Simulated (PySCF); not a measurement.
The multiplicity is imposed and other spin states were not computed.

B3LYP has the VWN-RPA correlation part, as in Gaussian. 

Cartesian coordinates (Å):
```xyz
4

Hf     0.0054     0.0597     0.1135
F      1.5202    -0.6858    -0.7966
F     -1.7034     0.1167    -0.7545
F      0.1969     0.7508     1.8917
```
Charge 0, spin multiplicity 2.

**Question.** Give the highest occupied spin orbital, dipole moment and total energy at the level PySCF with B3LYP-D3(BJ)/def2-TZVP // TPSS-D3(BJ)/def2-SVP.

**Answer.** 
| Item | Value |
|---|---|
| highest occupied spin orbital | -5.95 eV |
| dipole moment | 0.001 e·Å |
| total energy | -347.9316 Ha |
